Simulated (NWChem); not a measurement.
# CH5BS; SMILES BSC

```xyz
8

B     -0.5883    -1.4742     0.0000
H     -0.1280    -2.5736     0.0000
H     -1.7637    -1.2690     0.0000
S      0.5781    -0.1435     0.0000
C     -0.4270     1.3984     0.0000
H     -0.1817     1.9820    -0.8903
H     -0.1817     1.9820     0.8903
H     -1.4906     1.1541     0.0000
```
Atoms are numbered in this order, from 1.

The geometry was optimised at B3LYP/6-31G* (spherical d). B3LYP is NWChem's, with the RPA form of VWN correlation.

Symmetry labels are those of Cs in the frame above (b1 and b2, or b-type labels, depend on it).

**Question.** List the 4 lowest vertical singlet excitations from B3LYP/aug-cc-pVDZ, TDA (NWChem).

**Answer.** 
| state | energy (eV) | oscillator strength | symmetry | leading excitation (squared amplitude) |
|---|---|---|---|---|
| S1 | 5.90 | 0.000 | a" | HOMO−1 → LUMO (0.98) |
| S2 | 6.12 | 0.196 | a' | HOMO → LUMO (0.92) |
| S3 | 6.41 | 0.002 | a" | HOMO → LUMO+1 (0.90) |
| S4 | 6.65 | 0.000 | a" | HOMO−2 → LUMO (0.90) |
